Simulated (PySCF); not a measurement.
germylsilane (GeH6Si), SMILES [SiH3][GeH3].

Geometry optimised at PBE0-D3(BJ)/def2-TZVP.

Two levels are set side by side: PBE/def2-TZVPD (PySCF) and PBE0/def2-TZVPD (PySCF). Same geometry, gas phase. Differences are taken from unrounded values.

```tsv
quantity	PBE0
orbital gap (eV)	8.30
highest occupied level (eV)	-8.29
lowest empty level (eV)	0.01
dipole moment (D)	0.09
mean polarisability (bohr³)	66.1
```

**Question.** What does PBE give, and how far is it from PBE0? (Estimate from the structure and the level; the computed values follow.)

**Answer.** 
| quantity | PBE | PBE minus PBE0 |
|---|---|---|
| orbital gap (eV) | 6.48 | -1.82 |
| highest occupied level (eV) | -7.20 | 1.09 |
| lowest empty level (eV) | -0.72 | -0.73 |
| dipole moment (D) | 0.07 | -0.02 |
| mean polarisability (bohr³) | 68.4 | 2.4 |

PBE's occupied levels lie high since its potential decays too fast outside the molecule; exact exchange lowers them and widens the gap. Loosely held outer electrons make PBE densities more polarisable. Differences between two approximate levels are no errors against the true value.

Rough cost on one machine, each run with all the roots and properties that it gave: PBE0 against PBE within a factor of 2.
